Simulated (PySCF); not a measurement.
Input for PySCF: R-M06-2X/def2-TZVPP on CH5BO2 (SMILES CB(O)O), a point of a torsion scan.

```python
from pyscf import gto, dft

mol = gto.M(
    atom='''
    C    -0.31769988   -0.91955383   -1.03880733
    B     0.58014078    0.00116444   -0.09321536
    O     1.21469989    1.07887444   -0.61390088
    O     0.58400561   -0.13417553    1.26307543
    H    -0.35783149   -1.96068537   -0.72663807
    H     0.00947830   -0.88858056   -2.07286666
    H    -1.33426360   -0.53191917   -1.01110007
    H     1.22681792    1.85344906   -0.05456213
    H     0.12112142   -0.89158682    1.61625610
    ''',
    basis='def2-tzvpp',
    charge=0, spin=0, verbose=4, max_memory=1800)
mf = dft.RKS(mol, xc='m062x').density_fit(auxbasis='def2-universal-jkfit')
mf.grids.level = 4
mf.conv_tol = 1e-9
mf.max_cycle = 150
mf.kernel()
mf.dip_moment()
```

Output:

```
PySCF version 2.14.0

[INPUT] verbose = 4
[INPUT] num. atoms = 9
[INPUT] num. electrons = 32
[INPUT] charge = 0
[INPUT] spin (= nelec alpha-beta = 2S) = 0
[INPUT] symmetry False subgroup None
[INPUT] Mole.unit = angstrom
[INPUT] Symbol           X                Y                Z      unit          X                Y                Z       unit  Magmom
[INPUT]  1 C     -0.317699880000  -0.919553830000  -1.038807330000 AA   -0.600365763007  -1.737704895495  -1.963061349891 Bohr   0.0
[INPUT]  2 B      0.580140780000   0.001164440000  -0.093215360000 AA    1.096307187892   0.002200472688  -0.176151501003 Bohr   0.0
[INPUT]  3 O      1.214699890000   1.078874440000  -0.613900880000 AA    2.295450115639   2.038777214394  -1.160104530829 Bohr   0.0
[INPUT]  4 O      0.584005610000  -0.134175530000   1.263075430000 AA    1.103610658110  -0.253555004318   2.386866637367 Bohr   0.0
[INPUT]  5 H     -0.357831490000  -1.960685370000  -0.726638070000 AA   -0.676203514845  -3.705158365742  -1.373146943983 Bohr   0.0
[INPUT]  6 H      0.009478300000  -0.888580560000  -2.072866660000 AA    0.017911391126  -1.679173898013  -3.917150280142 Bohr   0.0
[INPUT]  7 H     -1.334263600000  -0.531919170000  -1.011100070000 AA   -2.521392781976  -1.005181551706  -1.910702216829 Bohr   0.0
[INPUT]  8 H      1.226817920000   1.853449060000  -0.054562130000 AA    2.318349873509   3.502511109233  -0.103107482473 Bohr   0.0
[INPUT]  9 H      0.121121420000  -0.891586820000   1.616256100000 AA    0.228886311618  -1.684854906072   3.054281376158 Bohr   0.0

nuclear repulsion = 114.760175896237
number of shells = 74
number of NR pGTOs = 264
number of NR cGTOs = 194
basis = def2-tzvpp
ecp = {}


******** <class 'pyscf.df.df_jk.DFRKS'> ********
method = DFRKS
initial guess = minao
damping factor = 0
level_shift factor = 0
DIIS = <class 'pyscf.scf.diis.CDIIS'>
diis_start_cycle = 1
diis_space = 8
diis_damp = 0
SCF conv_tol = 1e-09
SCF conv_tol_grad = None
SCF max_cycles = 150
direct_scf = False
XC library pyscf.dft.libxc version 7.1.2
    S. Lehtola, C. Steigemann, M. J. T. Oliveira, and M. A. L. Marques,  SoftwareX 7, 1–5 (2018)
XC functionals = m062x
    Y. Zhao and D. G. Truhlar,  Theor. Chem. Acc. 120, 215 (2008)
    Y. Zhao and D. G. Truhlar,  Theor. Chem. Acc. 120, 215 (2008)
radial grids:
    Treutler-Ahlrichs [JCP 102, 346 (1995); DOI:10.1063/1.469408] (M4) radial grids

becke partition: Becke, JCP 88, 2547 (1988); DOI:10.1063/1.454033
pruning grids: <function nwchem_prune>
grids dens level: 4
symmetrized grids: False
atomic radii adjust function: <function treutler_atomic_radii_adjust>
small_rho_cutoff = 0
Set gradient conv threshold to 3.16228e-05
Initial guess from minao.
tot grids = 191776
******** <class 'pyscf.df.df.DF'> ********
auxbasis = def2-universal-jkfit
init E= -216.933096366342
  HOMO = -0.397222953177916  LUMO = -0.0102196659025147  gap/eV = 10.53090
cycle= 1 E= -216.421998659162  delta_E= 0.511  |g|= 0.787  |ddm|= 2.09
  HOMO = -0.271482057128566  LUMO = 0.0495038295543608  gap/eV = 8.73447
cycle= 2 E= -216.409716110777  delta_E= 0.0123  |g|= 0.884  |ddm|= 0.874
  HOMO = -0.37367585482292  LUMO = 0.0403247059554666  gap/eV = 11.26553
cycle= 3 E= -216.536658685623  delta_E= -0.127  |g|= 0.0521  |ddm|= 0.483
  HOMO = -0.381294748045843  LUMO = 0.0405130035349401  gap/eV = 11.47797
cycle= 4 E= -216.537128600923  delta_E= -0.00047  |g|= 0.0243  |ddm|= 0.0464
  HOMO = -0.378025497811521  LUMO = 0.0411789982180331  gap/eV = 11.40714
cycle= 5 E= -216.53726657044  delta_E= -0.000138  |g|= 0.00425  |ddm|= 0.017
  HOMO = -0.378618258599015  LUMO = 0.0410059888953604  gap/eV = 11.41856
cycle= 6 E= -216.537271060412  delta_E= -4.49e-06  |g|= 0.000884  |ddm|= 0.0045
  HOMO = -0.378642858559932  LUMO = 0.0410010310455995  gap/eV = 11.41909
cycle= 7 E= -216.537271201182  delta_E= -1.41e-07  |g|= 0.000543  |ddm|= 0.00112
  HOMO = -0.37863487740632  LUMO = 0.0410091594861299  gap/eV = 11.41910
cycle= 8 E= -216.537271250334  delta_E= -4.92e-08  |g|= 0.000123  |ddm|= 0.000324
  HOMO = -0.378630611400478  LUMO = 0.0410090685006743  gap/eV = 11.41898
cycle= 9 E= -216.537271253576  delta_E= -3.24e-09  |g|= 2.78e-05  |ddm|= 0.000103
  HOMO = -0.378634926788862  LUMO = 0.0410085114528087  gap/eV = 11.41908
cycle= 10 E= -216.537271253804  delta_E= -2.29e-10  |g|= 5.78e-06  |ddm|= 3.48e-05
  HOMO = -0.378634097143458  LUMO = 0.0410088679348455  gap/eV = 11.41907
Extra cycle  E= -216.537271253813  delta_E= -8.98e-12  |g|= 3.44e-06  |ddm|= 8.36e-06
converged SCF energy = -216.537271253813
Dipole moment(X, Y, Z, Debye): -1.12859, -0.55513,  0.93758
```

The run converged.

Cost: roughly 40 core-seconds.
